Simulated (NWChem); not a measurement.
System: 2-butanone (C₄H₈O); SMILES CCC(C)=O

The following NWChem deck was run.

```
start job
memory heap 200 mb stack 900 mb global 1100 mb
geometry units angstroms noautosym nocenter noautoz
  C      0.045208     1.865985     0.444792
  C     -0.089192     0.827613    -0.681308
  C     -0.174494    -0.586526    -0.108400
  C      1.143478    -1.310704     0.110474
  O     -1.247876    -1.090315     0.181496
  H      0.084876     2.894199     0.033898
  H      0.966682     1.708532     1.042467
  H     -0.820378     1.805740     1.134367
  H     -1.023022     1.009185    -1.250158
  H      0.770647     0.911226    -1.379395
  H      1.883498    -0.657904     0.618036
  H      1.583161    -1.578062    -0.874275
  H      0.978768    -2.232359     0.697449
end
basis spherical
  * library 6-31g*
end
dft
  xc hfexch
  iterations 150
  mulliken
end
task dft energy
esp
  recalculate
  probe 0.07
  range 0.3
  factor 1.0
  spacing 0.02
end
task esp
```

The geometry was optimised at PBE-D3(BJ)/def2-SVP. No frequency run checked for a minimum.

Atomic charges in e: unrestrained fits to the electrostatic potential beside Mulliken populations; buried atoms are poorly determined by the fit.

Atoms are numbered as in the input.

Problem. Give the results of this calculation. (Hartree-Fock/6-31G* (spherical d).) Quantities: ESP C1; Mulliken C1; ESP C2; Mulliken C2; ESP C3; Mulliken C3; ESP C4; Mulliken C4; ESP O5; Mulliken O5; relative RMS misfit of the potential (%).

Solution. 
```
Property                                  Result
----------------------------------------  ------
ESP C1                                     -0.05
Mulliken C1                                -0.50
ESP C2                                      0.03
Mulliken C2                                -0.41
ESP C3                                      0.61
Mulliken C3                                 0.56
ESP C4                                     -0.28
Mulliken C4                                -0.59
ESP O5                                     -0.58
Mulliken O5                                -0.55
relative RMS misfit of the potential (%)      20
```
